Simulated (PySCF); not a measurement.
Input for PySCF: R-M06-2X/def2-TZVPP on ClGeH3O (SMILES [OH][GeH2][Cl]), a point of a torsion scan.

```python
from pyscf import gto, dft

mol = gto.M(
    atom='''
    O     1.26224329    0.08591189   -0.45115792
    Ge   -0.39431671   -0.20055127   -0.02760189
    Cl   -0.95453029    1.27880306    1.35516215
    H     1.84103317    0.48666305    0.19437197
    H    -0.52761471   -1.56361399    0.60789157
    H    -1.12787959   -0.07174426   -1.32885589
    ''',
    basis='def2-tzvpp',
    charge=0, spin=0, verbose=4, max_memory=1800)
mf = dft.RKS(mol, xc='m062x').density_fit(auxbasis='def2-universal-jkfit')
mf.grids.level = 4
mf.conv_tol = 1e-9
mf.max_cycle = 150
mf.kernel()
mf.dip_moment()
```

Question: Give the final energy of this run.

Answer: -2614.3021 hartree.
